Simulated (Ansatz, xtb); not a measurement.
**Relative energy of two structures of BGeH8NSi**

Structure X is `B[SiH2][GeH2][NH2]`, a singlet and structure Y is a singlet given by its coordinates. Both are isolated molecules in the gas phase, relaxed with PBE-D3(BJ)/def2-SVP; the shapes shown needn't be the lowest conformers.

X (Å):

```xyz
12

B     2.0454   -2.5952   -1.2761
Ge    2.9926   -2.0882    1.9641
N     2.5592   -1.3835    3.6401
Si    1.2488   -1.6963    0.2882
H     2.8268   -2.0038   -1.9975
H     1.8944   -3.7911   -1.4423
H     1.0961   -0.1969    0.2432
H     0.0067   -2.3004    0.8933
H     3.2168   -3.6079    2.1869
H     4.3233   -1.4067    1.5466
H     1.6942   -1.7946    4.0150
H     2.4072   -0.3671    3.6001
```

Y (Å):

```yaml
atoms:
  - { symbol: B, position_ang: [1.2502, -3.0348, 0.4646] }
  - { symbol: Ge, position_ang: [1.6652, -2.6082, 2.5113] }
  - { symbol: N, position_ang: [-0.0921, -0.1419, -0.1544] }
  - { symbol: Si, position_ang: [1.2447, -1.2063, -0.1051] }
  - { symbol: H, position_ang: [2.2428, -3.6100, 0.0386] }
  - { symbol: H, position_ang: [0.1644, -3.5930, 0.4117] }
  - { symbol: H, position_ang: [2.4310, -0.2945, -0.3003] }
  - { symbol: H, position_ang: [-0.0246, 0.8726, -0.2591] }
  - { symbol: H, position_ang: [-1.0546, -0.4677, -0.0365] }
  - { symbol: H, position_ang: [2.8629, -1.6421, 2.7867] }
  - { symbol: H, position_ang: [2.0288, -3.9521, 3.2082] }
  - { symbol: H, position_ang: [0.4534, -1.9957, 3.2805] }
```

Close contacts (Å): B1–Ge2 2.13, B1–Si4 1.92, Ge2–Si4 3.00, N3–Si4 1.71, B1–H5 1.22, B1–H6 1.22, Ge2–H10 1.56, Ge2–H11 1.56, Ge2–H12 1.56, N3–H8 1.02, N3–H9 1.02, Si4–H7 1.51.

**Question.** Which of the two would you expect CCSD(T)/def2-SVP + ΔMP2/def2-TZVPP electronic energies to favour?

**Answer.** Structure Y; the calculation gives E(Y) − E(X) = −70.7 kJ/mol.

How the difference moves with the method:

```csv
level,geometry,E(Y) − E(X) (kJ/mol),departure from the last row (kJ/mol),"job, with rough time for the two"
PBE-D3(BJ)/def2-SVP,PBE-D3(BJ)/def2-SVP,−88.1,−17.4,"optimisation, 64 s"
HF/def2-SVP,PBE-D3(BJ)/def2-SVP,−27.6,+43.1,part of the CCSD(T) run
MP2/def2-SVP,PBE-D3(BJ)/def2-SVP,−81.6,−10.9,part of the CCSD(T) run
CCSD(T)/def2-SVP,PBE-D3(BJ)/def2-SVP,−71.3,−0.5,single point
CCSD(T)/def2-SVP + ΔMP2/def2-TZVPP,PBE-D3(BJ)/def2-SVP,−70.7,,"single point, 38 s"
```

None of the levels shown reverses the order. The largest departure from CCSD(T)/def2-SVP + ΔMP2/def2-TZVPP is that of HF/def2-SVP, 43.1 kJ/mol. Levels run at GFN2-xTB geometries aren't shown. The last row adds to CCSD(T) the change of the MP2 difference between the two basis sets, here +0.5 kJ/mol.

With thermal terms from frequencies at re-optimised GFN2-xTB minima (ideal gas, soft modes damped towards free rotors, one conformer each, 298.15 K, 1 atm): the zero-point term adds +2.6 kJ/mol; ΔH is −69.4 and ΔG −67.5 kJ/mol.

The correlated steps freeze 16 core orbitals; the filled d shell of Ge is correlated, in a basis made for valence electrons. Codes used: Ansatz 0.2.0, xtb 6.7.1; the last row on 2 threads of Intel(R) Xeon(R) 6975P-C (Granite Rapids) on a shared host.
